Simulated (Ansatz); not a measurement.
`C[CH2][Ge][F]` + `C=CB(F)CC` → `C[CH2][Ge][CH2]C` + `C=CB(F)F`  (redistribution)

Program: Ansatz. Geometries: PBE0-D4/def2-TZVP. ΔE: electronic, gas phase. CCSD(T)/CBS is the MP2 limit (def2-TZVPP, def2-QZVPP) plus CCSD(T) − MP2 in def2-TZVPP, frozen cores. DFT in def2-TZVPP. For Ge outer-core shells are correlated without core-valence functions, which leaves a few kJ/mol of doubt a bond. Scalar relativity is left out up to krypton. One conformer a species, not always the lowest.

`C[CH2][Ge][F]`:

Cartesian coordinates in Å:
```
C 0.135 -0.153 0.922
C 0.476 -0.214 -0.560
Ge -0.566 0.949 -1.794
F -2.017 1.067 -0.792
H -0.930 -0.318 1.088
H 0.688 -0.903 1.495
H 0.378 0.824 1.347
H 0.295 -1.226 -0.960
H 1.541 -0.026 -0.746
```

`C=CB(F)CC`:

Cartesian coordinates in Å:
```
C 1.046 2.412 0.165
C 0.303 1.327 -0.060
B 0.747 -0.082 0.418
F 1.917 -0.165 1.066
C -0.041 -1.419 0.216
C -1.371 -1.339 -0.520
H 1.993 2.340 0.693
H 0.748 3.404 -0.163
H -0.637 1.450 -0.592
H 0.639 -2.119 -0.291
H -0.177 -1.864 1.212
H -2.076 -0.683 -0.002
H -1.245 -0.944 -1.532
H -1.845 -2.319 -0.610
```

`C[CH2][Ge][CH2]C`:

```xyz
15

C    -0.021    1.829   -0.722
C     0.353    1.363    0.688
Ge   -1.189    0.289    1.376
C    -0.878   -1.403    0.346
C     0.519   -1.790   -0.112
H    -0.975    2.369   -0.736
H     0.729    2.509   -1.135
H    -0.115    0.989   -1.416
H     0.512    2.227    1.338
H     1.282    0.786    0.666
H    -1.342   -2.209    0.925
H    -1.548   -1.275   -0.521
H     1.198   -1.919    0.735
H     0.518   -2.732   -0.669
H     0.959   -1.031   -0.763
```

`C=CB(F)F`:

Cartesian coordinates in Å:
```
C -0.110 1.117 -0.582
C 0.459 0.219 0.221
B -0.153 -1.183 0.429
F 0.411 -2.075 1.225
F -1.268 -1.553 -0.180
H 0.311 2.106 -0.737
H -1.027 0.891 -1.117
H 1.377 0.478 0.742
```

Question: Is it downhill or uphill in electronic energy at CCSD(T)/CBS, and by how much? (An estimate is asked.)

Answer: Ansatz gave: Downhill: ΔE = -4.2 kcal/mol.

Question: What do these levels give: PBE-D4, PBE0-D4, ωB97X-V, ωB97M-V, B2PLYP, PBE, r2SCAN, SCS-MP2/def2-TZVPP, CCSD/def2-TZVPP, CCSD(T)/def2-TZVPP, MP2/def2-QZVPP, MP2/CBS(def2)? (Estimate.)

Answer: Ansatz gave: PBE-D4 -1.7, PBE0-D4 -3.2, ωB97X-V -1.2, ωB97M-V -2.1, B2PLYP -2.2, PBE -0.8, r2SCAN -2.1, SCS-MP2/def2-TZVPP -4.6, CCSD/def2-TZVPP -5.3, CCSD(T)/def2-TZVPP -5.4, MP2/def2-QZVPP -4.9, MP2/CBS(def2) -4.5 kcal/mol.

Largest T1 diagnostic among the species: 0.013.

From PBE to PBE0 (25 % exact exchange), in def2-TZVPP and without D4, ΔE moves by −1.6 kcal/mol. The D4 term adds −1.5 kcal/mol with B3LYP and −0.8 kcal/mol with PBE0; it sums over pairs of atoms, weighted by their polarisabilities, and B3LYP, whose exchange is more repulsive, gets the larger term. In def2-TZVPP, CCSD(T) changes the Hartree–Fock value by −2.4 kcal/mol (the triples alone add −0.1 kcal/mol) and MP2 by −2.6 kcal/mol.

B3LYP here is the variant with VWN-RPA as its local correlation; programs differ in this.
